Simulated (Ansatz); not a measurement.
Start from `[F][InH][SH]` and change one atom or group to get `[F][InH][GeH3]`.

Ansatz, PBE0-D4/def2-TZVP geometries, multiplicity 1. Each molecule was computed in one conformer, which needn't be the lowest.

Elements past krypton have def2 core potentials. Outer-core shells of Ge, In are correlated without core-valence functions. Scalar relativity is left out up to krypton. Spin–orbit coupling is left out.

```csv
property,`[F][InH][SH]`
LUMO energy (ωB97M-V/def2-TZVPP) / eV,-0.05
LUMO energy (PBE/def2-TZVPP) / eV,-2.24
LUMO energy (B3LYP/def2-TZVPP) / eV,-1.83
HOMO–LUMO gap (PBE0/def2-TZVPP) / eV,6.33
vertical ionisation energy (CCSD(T)/def2-TZVPP) / eV,10.13
size of the dipole moment (ωB97M-V/def2-TZVPP) / D,2.11
```

(1) What does the change do to each property? (Best estimate.)

Results:

(1) The calculation gave: 
| property | `[F][InH][GeH3]` | shift |
| --- | --- | --- |
| LUMO energy (ωB97M-V/def2-TZVPP) / eV | -0.44 | -0.39 |
| LUMO energy (PBE/def2-TZVPP) / eV | -2.67 | -0.43 |
| LUMO energy (B3LYP/def2-TZVPP) / eV | -2.26 | -0.43 |
| HOMO–LUMO gap (PBE0/def2-TZVPP) / eV | 5.87 | -0.46 |
| vertical ionisation energy (CCSD(T)/def2-TZVPP) / eV | 10.01 | -0.12 |
| size of the dipole moment (ωB97M-V/def2-TZVPP) / D | 3.07 | 0.96 |

The zero-point energy changes by 35.5 kJ/mol with +6 modes. Dipoles are sizes alone; their direction can turn.

B3LYP here is the variant with VWN-RPA as its local correlation; programs differ in this.
